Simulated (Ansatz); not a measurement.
Ansatz (a program for electronic structure) input:

Ansatz 0.2 input:
```yaml
crystal:
  periodic: [false, false, false]
  atoms:
    - {symbol: S, position_ang: [-1.44506159, 0.27190111, 0.39944890]}
    - {symbol: S, position_ang: [0.36297937, 0.29957188, -0.53252080]}
    - {symbol: H, position_ang: [1.03726299, -0.61371176, 0.19729219]}
basis:
  gaussian:
    orbitals: def2-TZVP
hamiltonian:
  xc: b3lyp
  dispersion: d3bj
total_charge: -1
relax: {f_tol: 0.002, max_steps: 150}
```

Question: Predict the final energy.

Answer: -797.08774 Eh (B3LYP-D3(BJ)/def2-TZVP). The basis has 80 functions.

It need not be the lowest isomer of its formula. Whether it binds its extra electron was not tested at this geometry.
